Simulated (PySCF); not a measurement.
## Computed NMR parameters against published values

Geometry:
```csv
atom,x (Å),y (Å),z (Å)
C1,3.549,-0.685,0.051
C2,2.226,-0.781,0.093
C3,1.380,0.420,-0.102
O4,1.884,1.510,-0.303
C5,-0.101,0.272,-0.046
C6,-0.853,1.435,-0.234
C7,-2.232,1.405,-0.201
C8,-2.890,0.205,0.020
C9,-2.158,-0.956,0.206
C10,-0.775,-0.928,0.174
H11,4.197,-1.534,0.188
H12,4.014,0.272,-0.126
H13,1.747,-1.731,0.270
H14,-0.322,2.360,-0.404
H15,-2.797,2.313,-0.348
H16,-3.969,0.174,0.046
H17,-2.669,-1.892,0.379
H18,-0.240,-1.853,0.324
```

The experiment to reproduce: δ ¹H H13 7.20; H12 6.52; H11 5.81 ppm (measured; solution, not stated per compound (mostly CDCl3 or CCl4); Pretsch, Buehlmann, Badertscher, Structure Determination of Organic Compounds, 4th ed. (2009)).
δ ¹⁷O O4 523.4 ppm (measured; solution, CH3CN, 313 K; J.-C. Zhuo, Molecules 4 (1999) 320).

Calculated, not measured (PySCF 2.14): PBE0/pcSseg-1 with gauge-including orbitals, structure optimised with GFN2-xTB. Equivalent nuclei averaged, no relativistic terms, a single conformation, in vacuum.

**Question.** How close does the calculation come?

**Answer.** 
Reference values: measured (solution, not stated per compound (mostly CDCl3 or CCl4); Pretsch, Buehlmann, Badertscher, Structure Determination of Organic Compounds, 4th ed. (2009)).
| atoms | quantity | reference | computed | computed, scaled |
| --- | --- | --- | --- | --- |
| H13 | δ ¹H | 7.20 | 7.68 | 7.33 |
| H12 | δ ¹H | 6.52 | 7.35 | 7.03 |
| H11 | δ ¹H | 5.81 | 6.39 | 6.12 |

Reference values: measured (solution, CH3CN, 313 K; J.-C. Zhuo, Molecules 4 (1999) 320).
```csv
atoms,quantity,reference,computed,"computed, scaled"
O4,δ ¹⁷O vs H2O (external),523.4,–,492.6
```

Computed shifts are σ(ref) − σ with the named reference compound (TMS for H and C) calculated as an isolated molecule at the same level. The measured values may be among those fitted. Scaled to experiment by linear calibration (H and C: mostly CDCl3 data, vs TMS): ¹H (scatter 0.17 ppm rms, 0.18 ppm with the 4 outliers that the fit left out); ¹⁷O (scatter 10.7 ppm rms, 12.2 ppm with the 3 outliers that the fit left out vs liquid water, solution or neat liquid). Occasional misses reach two or three times the rms, and more in compound classes unlike the fitted ones.

**Question.** How far are the unscaled ¹H shifts from the references?

**Answer.** Mean signed difference +0.63 ppm, mean absolute 0.63 ppm over 3 comparisons; the largest is +0.83 ppm at H12 (hydrogen on a β carbon of a C=C–C=O unit).
